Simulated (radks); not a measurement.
The silver anion Ag- inside a hard spherical wall (all orbitals vanish at R), configuration held at [Kr] 4d10 5s2 and not refilled when levels cross. Calculated with a radial shooting solver on a logarithmic mesh with Libxc functionals: scalar-relativistic Kohn-Sham, PBEsol, spin-polarised, spherical densities, finite nucleus; Fermi nuclear charge, rms radius 4.5454 fm. Eigenvalues in eV for spin up, with the zero of energy where the potential of the charges vanishes at infinity; a dash marks a level that is unbound or too diffuse for the functional's potential to be trusted. A positive occupied level is held by the wall or, in an anion where self-interaction has pushed it up, behind a barrier. The pressure on the wall is -dE/dV.

| R (bohr) | E (hartree) | kinetic (hartree) | e(4s) | e(4p) | e(4d) | e(5s) | e(5p, empty) | e(6s, empty) | pressure (GPa) |
|---|---|---|---|---|---|---|---|---|---|
| 10 | -5313.44589 | 5519.447 | -88.246 | -51.769 | -0.701 | 1.355 | 4.208 | 6.051 | 0.0721 |
| 8 | -5313.43277 | 5519.503 | -87.667 | -51.186 | -0.125 | 1.911 | 5.378 | 9.471 | 0.453 |
| 5 | -5313.24874 | 5520.217 | -84.105 | -47.639 | 3.240 | 5.955 | 11.742 | 29.106 | 18.6 |
| 3.5 | -5312.32616 | 5523.624 | -75.302 | -39.088 | 11.330 | 18.228 | 28.102 | 75.871 | 290 |
| 3 | -5311.13518 | 5527.906 | -67.946 | -32.040 | 18.381 | 30.748 | 43.741 | 116.51 | 933 |
| 2.5 | -5308.07659 | 5538.778 | -54.735 | -19.280 | 32.056 | 58.145 | 76.351 | 194.40 | 3690 |
| 1.5 | -5261.63671 | 5686.031 | 42.578 | 83.625 | 150.37 | 340.48 | 377.90 | 807.10 | 151000 |
